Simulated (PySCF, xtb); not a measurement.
C₃HCl₂F, SMILES C(=C=C(Cl)Cl)F.

GFN2-xTB in xtb 6.7.1 at its own geometry gives an orbital gap of 4.32 eV and a dipole moment of 1.59 D.

The structure is a stationary point at PBE0-D3(BJ)/def2-SVP.

What does B3LYP/def2-TZVP in PySCF give? (Estimate from the structure and the level; the computed values follow.)

gap 6.25 eV (levels -7.64 and -1.38 eV), dipole 1.25 D.
